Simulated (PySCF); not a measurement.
SMILES O=C(O)CC[SeH] (C3H6O2Se), singlet (GFN2-xTB optimised geometry):

```
12

O      1.551     0.574    -0.182
C      0.853    -0.389     0.000
O      1.350    -1.607     0.225
C     -0.654    -0.389     0.000
C     -1.232     1.014     0.000
Se    -0.865     2.010    -1.664
H      2.320    -1.592     0.202
H     -0.980    -0.942    -0.885
H     -0.994    -0.947     0.876
H     -0.831     1.607     0.822
H     -2.320     0.980     0.076
H      0.550     2.106    -1.451
```

Method: PySCF with PBE/def2-TZVP.

Q: What are the frontier orbital energies and the dipole moment?

A: HOMO-2 -7.58 eV, HOMO-1 -6.60 eV, HOMO -5.22 eV, LUMO -1.20 eV, LUMO+1 -0.51 eV; dipole moment 2.72 D.

Meta-Löwdin charges at PBE/def2-TZVP: O1 -0.44, C2 0.49, O3 -0.44, C4 -0.26, C5 -0.28, Se6 -0.07, H7 0.35, H8 0.15, H9 0.14, H10 0.13, H11 0.14, H12 0.09.
